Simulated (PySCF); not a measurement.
**Charge on either side of a bond**

Compound: C2H12O2Si4.
SMILES with atom numbers: `[CH3:1][CH2:2][O:3][Si@@H:4]1[SiH2:5][SiH2:6][Si@@H:7]1[OH:8]` (hydrogens: H9, H10, H11 on C1; H12, H13 on C2; H14 on Si4; H15, H16 on Si5; H17, H18 on Si6; H19 on Si7; H20 on O8)

Cartesian coordinates in Å at the GFN2-xTB level; atoms count from 1:
```
atom  x, y, z in Å
C1     2.720    0.296    0.676
C2     2.172   -0.542   -0.471
O3     0.900   -1.018   -0.150
Si4   -0.473   -0.962   -1.054
Si5   -1.044    1.301   -1.420
Si6   -2.502    1.208    0.441
Si7   -2.068   -1.108    0.654
O8    -1.509   -1.607    2.110
H9     3.720    0.646    0.437
H10    2.072    1.153    0.850
H11    2.761   -0.300    1.585
H12    2.828   -1.402   -0.659
H13    2.132    0.062   -1.385
H14   -0.274   -1.874   -2.200
H15    0.052    2.287   -1.354
H16   -1.669    1.633   -2.708
H17   -2.132    2.084    1.570
H18   -3.893    1.620    0.191
H19   -3.185   -2.046    0.513
H20   -0.612   -1.420    2.370
```

Atomic charges (e) from the PBE0/pcSseg-1 density (PySCF):

```json
{"atom": "C1", "Mulliken": "-0.2879", "IAO": "-0.4256", "Hirshfeld": "-0.1234", "ESP-fitted": "-0.4110"}
{"atom": "C2", "Mulliken": "+0.0386", "IAO": "-0.0346", "Hirshfeld": "+0.0115", "ESP-fitted": "+0.3221"}
{"atom": "O3", "Mulliken": "-0.6593", "IAO": "-0.6473", "Hirshfeld": "-0.2250", "ESP-fitted": "-0.3933"}
{"atom": "Si4", "Mulliken": "+0.3629", "IAO": "+0.5529", "Hirshfeld": "+0.2343", "ESP-fitted": "+0.1672"}
{"atom": "Si5", "Mulliken": "-0.0181", "IAO": "+0.0817", "Hirshfeld": "+0.1171", "ESP-fitted": "+0.0653"}
{"atom": "Si6", "Mulliken": "-0.0387", "IAO": "+0.0937", "Hirshfeld": "+0.1285", "ESP-fitted": "+0.0124"}
{"atom": "Si7", "Mulliken": "+0.5102", "IAO": "+0.6323", "Hirshfeld": "+0.2505", "ESP-fitted": "+0.4636"}
{"atom": "O8", "Mulliken": "-0.5408", "IAO": "-0.7717", "Hirshfeld": "-0.3032", "ESP-fitted": "-0.6290"}
{"atom": "H9", "Mulliken": "+0.1125", "IAO": "+0.1460", "Hirshfeld": "+0.0476", "ESP-fitted": "+0.1034"}
{"atom": "H10", "Mulliken": "+0.1200", "IAO": "+0.1436", "Hirshfeld": "+0.0390", "ESP-fitted": "+0.1082"}
{"atom": "H11", "Mulliken": "+0.1154", "IAO": "+0.1451", "Hirshfeld": "+0.0415", "ESP-fitted": "+0.1145"}
{"atom": "H12", "Mulliken": "+0.1171", "IAO": "+0.1356", "Hirshfeld": "+0.0402", "ESP-fitted": "+0.0124"}
{"atom": "H13", "Mulliken": "+0.1024", "IAO": "+0.1165", "Hirshfeld": "+0.0324", "ESP-fitted": "-0.0017"}
{"atom": "H14", "Mulliken": "-0.0517", "IAO": "-0.1199", "Hirshfeld": "-0.0835", "ESP-fitted": "-0.0615"}
{"atom": "H15", "Mulliken": "-0.0180", "IAO": "-0.0772", "Hirshfeld": "-0.0735", "ESP-fitted": "-0.0399"}
{"atom": "H16", "Mulliken": "-0.0203", "IAO": "-0.0796", "Hirshfeld": "-0.0786", "ESP-fitted": "-0.0585"}
{"atom": "H17", "Mulliken": "-0.0164", "IAO": "-0.0737", "Hirshfeld": "-0.0729", "ESP-fitted": "-0.0367"}
{"atom": "H18", "Mulliken": "-0.0176", "IAO": "-0.0745", "Hirshfeld": "-0.0745", "ESP-fitted": "-0.0465"}
{"atom": "H19", "Mulliken": "-0.0577", "IAO": "-0.1100", "Hirshfeld": "-0.0796", "ESP-fitted": "-0.0959"}
{"atom": "H20", "Mulliken": "+0.2474", "IAO": "+0.3669", "Hirshfeld": "+0.1714", "ESP-fitted": "+0.4048"}
```

Question: Cut each of the bonds C1–C2, C2–O3, O3–Si4 and O8–Si7 in turn and sum the charges on the side of the atom named first.

Answer: In e; the other side holds the opposite charge:

```
bond cut  piece  atoms  Mulliken     IAO  Hirshfeld  ESP-fitted
   C1–C2    CH3      4    +0.060  +0.009     +0.005      -0.085
   C2–O3   C2H5      7    +0.318  +0.227     +0.089      +0.248
  O3–Si4  C2H5O      8    -0.341  -0.421     -0.136      -0.145
  O8–Si7     OH      2    -0.293  -0.405     -0.132      -0.224
```

Extremes among these pieces. Mulliken: lowest C2H5O at O3, highest C2H5 at C2; IAO: lowest C2H5O at O3, highest C2H5 at C2; Hirshfeld: lowest C2H5O at O3, highest C2H5 at C2; ESP-fitted: lowest OH at O8, highest C2H5 at C2.

Question: Do the schemes agree better on the pieces than on the single atoms at the cuts?

Answer: The spread between schemes averages 0.233 e for the pieces and 0.390 e for the atoms named first; it is smaller for the piece at 4 of the 4 cuts. On average they agree better on the pieces. The sign differs between schemes (beyond ±0.03 e) for CH3 at C1.

The structure is a single GFN2-xTB conformer in the gas phase; no vibrational or solvent corrections. GFN2-xTB frequencies show an imaginary mode (24i cm⁻¹), so this geometry is no minimum at that level.
